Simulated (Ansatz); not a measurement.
`B[SiH](F)BO`, charge 0, multiplicity 1.

(1) Give a relaxed structure at PBE0-D4/def2-TZVP (the Gaussian-basis code of Ansatz). (Best estimate.)

Answers

(1) Ansatz gave: 
Z-matrix (Å, degrees):
```
Si
F 1 1.611
B 1 2.042 2 110.4
B 1 1.989 2 114.7 3 -122.9
H 1 1.497 2 107.3 3 117.8
O 3 1.349 1 122.3 2 174.4
H 3 1.200 1 121.9 2 -6.2
H 4 1.200 1 117.1 2 -176.8
H 4 1.194 1 125.5 2 6.4
H 6 0.961 3 115.4 1 -0.3
```
This is one stationary point; other conformers may exist.
